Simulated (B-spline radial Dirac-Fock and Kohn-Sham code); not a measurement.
**Magnetic form factor of the 4d shell of Lu³²⁺**

System: Lu³²⁺, 1s2 2s2 2p6 3s2 3p6 3d10 4s2 4p6 4d3.

Input of the calculation (task.json; shells as n, l, electrons):

```json
{"items": [{
  "Z": 71,
  "q": 32,
  "cfg": [[1, 0, 2], [2, 0, 2], [2, 1, 6], [3, 0, 2], [3, 1, 6], [3, 2, 10], [4, 0, 2], [4, 1, 6], [4, 2, 3]],
  "A": 175,
  "rrms": 5.37,
  "do": ["scatter"],
  "s": [0.0, 0.05, 0.1, 0.15, 0.2, 0.25, 0.3, 0.35, 0.4, 0.45, 0.5, 0.6, 0.7, 0.8, 0.9, 1.0, 1.1, 1.2, 1.4, 1.6, 1.8, 2.0, 2.5, 3.0, 3.5, 4.0, 5.0, 6.0],
  "pz": [0, 0.1, 0.2, 0.3, 0.4, 0.5, 0.6, 0.8, 1.0, 1.2, 1.4, 1.6, 1.8, 2.0, 2.5, 3.0, 4.0, 5.0, 7.0, 10.0, 15.0, 20.0, 30.0, 40.0, 60.0, 100.0],
  "hv_scatter": [1000, 2000, 5000, 10000, 17479.3, 30000, 100000, 200000]
}]}
```

Command: `python xray_run.py task.json out`

Calculated with a radial finite-basis atomic code, using Dirac-Fock orbitals of the configuration average with a finite nucleus. ⟨j_K⟩ is the integral of the 4d radial density with the spherical Bessel function j_K(4πsr), s = sin θ/λ.

```
s (Å⁻¹)     ⟨j0⟩    ⟨j2⟩    ⟨j4⟩
      0   1.0000  0.0000  0.0000
   0.05   0.9957  0.0017  0.0000
    0.1   0.9828  0.0069  0.0000
   0.15   0.9616  0.0152  0.0001
    0.2   0.9326  0.0266  0.0003
   0.25   0.8965  0.0406  0.0006
    0.3   0.8540  0.0567  0.0013
   0.35   0.8060  0.0745  0.0023
    0.4   0.7536  0.0934  0.0037
   0.45   0.6977  0.1129  0.0057
    0.5   0.6395  0.1324  0.0084
    0.6   0.5202  0.1693  0.0157
    0.7   0.4037  0.2003  0.0260
    0.8   0.2964  0.2226  0.0389
    0.9   0.2033  0.2347  0.0537
      1   0.1271  0.2362  0.0696
    1.1   0.0688  0.2279  0.0854
    1.2   0.0278  0.2114  0.0999
    1.4  -0.0104  0.1623  0.1213
    1.6  -0.0086  0.1065  0.1289
```

Radial moments of the shell: ⟨r²⟩ = 0.2356, ⟨r⁴⟩ = 0.08118, ⟨r⁶⟩ = 0.03701 in powers of bohr.
